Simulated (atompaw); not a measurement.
## Scattering properties, PAW (atompaw) potential for B

- Element: B (Z = 5)
- Generator: atompaw 4.2.0.5
- Type: PAW
- Functional: PBE
- Relativity: scalar-relativistic
- Frozen core: [He]
- Valence charge: 3
- Reference configuration: 2s2 2p1
- Partial waves: 2s (bound): rc 2.85 bohr; 2s channel at 3.1 Ry: rc 1.50 bohr; 2p (bound): rc 2.85 bohr; 2p channel at 0.25 Ry: rc 2.85 bohr; 3d channel at 0.2 Ry: rc 2.85 bohr; 3d channel at 1.9 Ry: rc 2.85 bohr
- Local potential: bessel scheme, radius 2.35 bohr
- Core correction: smooth core density matched at 1.65 bohr
- Augmentation charge: besselshape compensation charge, radius 2.50 bohr; PAW radius 2.85 bohr; waves and projectors: custom polynom2 7 10 vanderbiltortho

The phase is arctan(r·u′/u) with u = r·R(r), unwrapped; energies in Ry, scanned from -3 to 5 Ry. A pole is an energy at which the radial function vanishes at the test radius. The pseudo phase is shifted by a multiple of π to meet the all-electron one at the reference energy, and phase errors are pseudo minus all-electron; the curves can meet again beyond the range given. Levels narrower than the energy grid can be missing from the lists of poles.

| channel | radius (bohr) | reference energy (Ry) | poles, all-electron | poles, pseudo | unbroken range about the reference energy with phases within 0.05 rad | phase error 1 Ry above the reference energy (rad) |
| --- | --- | --- | --- | --- | --- | --- |
| s | 2.85 | -0.69 | -0.29, 4.39 | -0.28, 4.30 | below 1.2 | +0.015 |
| p | 2.85 | -0.27 | 0.18, 4.06 | 0.18 | below 1.4 | +0.002 |
| d | 2.85 | 0.20 | 2.57 | 2.57 | below 4.2 | +0.001 |

Phases in the d channel:

| E (Ry) | all-electron | pseudo |
| --- | --- | --- |
| -3.00 | 1.380 | 1.380 |
| -2.76 | 1.373 | 1.373 |
| -2.52 | 1.365 | 1.365 |
| -2.28 | 1.356 | 1.356 |
| -2.04 | 1.346 | 1.346 |
| -1.80 | 1.334 | 1.335 |
| -1.56 | 1.321 | 1.321 |
| -1.32 | 1.305 | 1.305 |
| -1.08 | 1.286 | 1.286 |
| -0.84 | 1.262 | 1.262 |
| -0.60 | 1.232 | 1.232 |
| -0.36 | 1.192 | 1.192 |
| -0.12 | 1.137 | 1.137 |
| 0.12 | 1.056 | 1.056 |
| 0.36 | 0.925 | 0.925 |
| 0.60 | 0.688 | 0.688 |
| 0.84 | 0.220 | 0.220 |
| 1.08 | -0.469 | -0.468 |
| 1.32 | -0.965 | -0.964 |
| 1.56 | -1.219 | -1.219 |
| 1.80 | -1.360 | -1.360 |
| 2.04 | -1.449 | -1.449 |
| 2.28 | -1.512 | -1.512 |
| 2.52 | -1.562 | -1.561 |
| 2.76 | -1.604 | -1.603 |
| 3.00 | -1.643 | -1.641 |
| 3.24 | -1.682 | -1.678 |
| 3.48 | -1.724 | -1.718 |
| 3.72 | -1.775 | -1.764 |
| 3.96 | -1.843 | -1.821 |
| 4.20 | -1.943 | -1.898 |
| 4.44 | -2.117 | -2.015 |
| 4.68 | -2.482 | -2.216 |
| 4.92 | -3.228 | -2.610 |
